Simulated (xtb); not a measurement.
tetramethylammonium (C4H12N), SMILES C[N+](C)(C)C, charge +1. All values are semi-empirical tight-binding results from xtb (GFN2-xTB unless named), good for trends rather than for accurate numbers. Coordinates come from a GFN2-xTB optimisation.

Optimised geometry:

```xyz
17

C     -0.2496    -0.6220    -1.3042
N      0.0048     0.0034     0.0061
C      0.0714     1.4674    -0.1529
C     -1.0867    -0.3407     0.9350
C      1.2843    -0.4907     0.5461
H     -1.1954    -0.2712    -1.7133
H     -0.2952    -1.7051    -1.2035
H      0.5460    -0.3711    -2.0036
H      0.2543     1.9441     0.8087
H     -0.8661     1.8466    -0.5560
H      0.8769     1.7374    -0.8336
H     -2.0387     0.0214     0.5502
H     -1.1503    -1.4201     1.0602
H     -0.9110     0.1120     1.9092
H      1.2499    -1.5715     0.6710
H      2.1006    -0.2453    -0.1311
H      1.4868    -0.0352     1.5140
```
Charge +1, spin multiplicity 1.

* **point group as xtb finds it**: Td
* **orbital gap**: 11.48 eV
* **zero-point energy**: 99.9 kcal/mol
* **G − E(el) at 298.15 K (modified RRHO)**: 83.2 kcal/mol
* **static polarisability (D4 model)**: 58.3 bohr³
* **solvation energy, GFN2-xTB/ALPB(water)**: -55.9 kcal/mol
* **solvation energy, GFN2-xTB/ALPB(ch2cl2)**: -50.1 kcal/mol

Computed IR lines (harmonic; lines under 4 % of the strongest left out, lines within 3 cm⁻¹ merged):
ν (cm⁻¹): 989 (m), 1416 (s), 1476 (vs), 3055 (w) (against the strongest line: vs over 80 %, s over 45 %, m over 15 %, w over 4 %, vw less)

Computed atomic charges and the Wiberg bond orders between heavy atoms:
charges (e) C1 -0.10, N2 0.16, C3 -0.10, C4 -0.10, C5 -0.10, H6 0.10, H7 0.10, H8 0.10, H9 0.10, H10 0.10, H11 0.10, H12 0.10, H13 0.10, H14 0.10, H15 0.10, H16 0.10, H17 0.10. Bond orders C1–N2 0.96, N2–C3 0.96, N2–C4 0.96, N2–C5 0.96.
